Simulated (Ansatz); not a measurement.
`B[SiH](B)CF` → `B[SiH](B)F` + `[CH2]` (triplet)  (formal loss of a carbene)

Gas-phase electronic energies from Ansatz, PBE0-D4/def2-TZVP geometries. CBS: MP2 limit from def2 TZ/QZ plus the TZ coupled-cluster correction, frozen cores. This one scheme is used for every species. DFT in def2-TZVPP. Triplets are unrestricted, without spin–orbit coupling. Each species was taken in one conformer, which may not be the lowest.

| level | ΔE (kcal/mol) |
| --- | --- |
| ωB97X-V | 60.5 |
| HF/def2-QZVPP | 19.3 |

Problem. What does CCSD(T)/CBS give? (Estimate.)

Solution. Ansatz gave: +56.0 kcal/mol. The listed levels differ from it by 4.5, -36.7 kcal/mol.

Largest T1 diagnostic among the species: 0.014.

From PBE to PBE0 (25 % exact exchange), in def2-TZVPP and without D4, ΔE moves by −3.5 kcal/mol. The D4 term adds +2.6 kcal/mol with B3LYP and +1.4 kcal/mol with PBE0; it sums over pairs of atoms, weighted by their polarisabilities, and B3LYP, whose exchange is more repulsive, gets the larger term. In def2-TZVPP, CCSD(T) changes the Hartree–Fock value by +34.4 kcal/mol (the triples alone add +3.2 kcal/mol) and MP2 by +35.2 kcal/mol.

B3LYP here is the variant with VWN-RPA as its local correlation; programs differ in this.
